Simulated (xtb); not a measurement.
C₄H₁₀OSi, SMILES C=C[C@H]([SiH3])CO. All values are semi-empirical tight-binding results from xtb (GFN2-xTB unless named), good for trends rather than for accurate numbers. Geometry optimised at GFN2-xTB. The structure was generated by enumeration; whether it is a known compound was not checked. Other conformers were not sampled.

Optimised geometry:

Bonded distances (Å): C1–C2 1.322, C1–H7 1.078, C1–H8 1.077, C2–C3 1.488, C2–H9 1.085, C3–Si4 1.924, C3–C5 1.528, C3–H10 1.092, Si4–H11 1.463, Si4–H12 1.458, Si4–H13 1.466, C5–O6 1.411, C5–H14 1.092, C5–H15 1.100, O6–H16 0.963. Bond angles (°): C2–C1–H7 121.5, C2–C1–H8 122.2, H7–C1–H8 116.3, C1–C2–C3 124.9, C1–C2–H9 119.4, C3–C2–H9 115.6, C2–C3–Si4 110.0, C2–C3–C5 112.0, C2–C3–H10 108.9, Si4–C3–C5 106.7, Si4–C3–H10 109.9, C5–C3–H10 109.3, C3–Si4–H11 110.3, C3–Si4–H12 109.0, C3–Si4–H13 106.4, H11–Si4–H12 111.6, H11–Si4–H13 108.6, H12–Si4–H13 110.7, C3–C5–O6 111.3, C3–C5–H14 109.8, C3–C5–H15 111.5, O6–C5–H14 105.1, O6–C5–H15 110.7, H14–C5–H15 108.2, C5–O6–H16 108.3.

Q: Estimate the properties. (An estimate is asked for; the answer gives what the named calculation found.)

A: 
```yaml
orbital_gap: 4.65 eV
dipole_moment: 1.09 D
zero_point_energy: 78.3 kcal/mol
G − E(el) at 298.15 K (modified RRHO): 57.7 kcal/mol
static polarisability (D4 model): 83.7 bohr³
solvation energy, GFN2-xTB/ALPB(water): -2.6 kcal/mol
solvation energy, GFN2-xTB/ALPB(acetone): -6.6 kcal/mol
```

Computed atomic charges and the Wiberg bond orders between heavy atoms:
charges (e) C1 -0.10, C2 -0.04, C3 -0.13, Si4 0.46, C5 0.08, O6 -0.44, H7 0.03, H8 0.03, H9 0.01, H10 0.02, H11 -0.09, H12 -0.08, H13 -0.10, H14 0.04, H15 0.01, H16 0.29. Bond orders C1–C2 1.95, C2–C3 1.05, C3–Si4 0.80, C3–C5 1.00, C5–O6 0.99.
